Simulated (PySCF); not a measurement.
Ti(2+) (titanium, charge +2) across methods

[Ar] 3d1 4p1, one real determinant (an excited configuration). All numbers are calculated (PySCF 2.14, no relativity, point nucleus, in aug-cc-pVTZ (8s7p5d3f2g, 93 functions)).

```csv
method,E (hartree),mean ε 3p β (eV),mean ε 3d α (eV),mean ε 4p α (eV),Σ⟨r²⟩ (bohr²),⟨S²⟩
UHF,-847.39306,-70.716,-34.836,-17.419,25.69,2.002
LDA,-846.172,-61.067,-26.815,-15.538,24.74,2.000
wB97M-V,-848.211,-66.281,-31.405,-17.465,25.07,2.000
PBE0,-848.062,-63.776,-29.061,-16.142,24.95,2.001
CAM-B3LYP,-848.286,-65.183,-30.606,-17.073,24.88,2.001
r2SCANh,-848.214,-62.912,-28.134,-15.773,24.98,2.001
PBE,-848.014,-61.013,-26.887,-15.563,24.82,2.000
r2SCAN,-848.215,-61.933,-27.301,-15.549,24.96,2.001
B97-3,-848.157,-63.955,-29.108,-16.053,24.98,2.001
```

⟨L²⟩ = 8.02 against 12 for a pure F term, so this real determinant mixes terms.
